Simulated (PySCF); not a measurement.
The numbers are results of ωB97X-D3(BJ)/def2-TZVP // PBE0-D3(BJ)/def2-TZVP (PySCF 2.14.0), not measurements. Isolated molecules, 0 K electronic values unless said otherwise. One relaxed conformer stands for a flexible species; it need not be the lowest. Delta-SCF ions had no search for a lower state. Excitations are Tamm–Dancoff values on a coarser integration grid. The basis has no diffuse functions, so Rydberg states are missing or too high.

Reference species (SMILES): `C(=C/C)(/[SiH3])O` (Si–C–O–H torsion 180°) (neutral, multiplicity 1).

```
Item                                            Value
-------------------------------------------  --------
vertical ionisation energy (Delta-SCF)        8.70 eV
HOMO–LUMO gap                                11.08 eV
brightest of the four lowest singlets (TDA)   6.62 eV
S1–T1 gap (TDA)                               2.52 eV
```

Changed species: `O/C=C\C[SiH3]` (H–O–C–C torsion 4°, C–C–C–Si torsion -89°).

**Question.** Predict the effect on the vertical ionisation energy (Delta-SCF), HOMO–LUMO gap, brightest of the four lowest singlets (TDA) and S1–T1 gap (TDA).

**Answer.** the vertical ionisation energy (Delta-SCF) falls by 0.10 eV, to 8.60 eV; the HOMO–LUMO gap drops by 0.17 eV, to 10.91 eV; the brightest of the four lowest singlets (TDA) rises by 0.57 eV, to 7.19 eV; the S1–T1 gap (TDA) drops by 0.75 eV, to 1.77 eV.
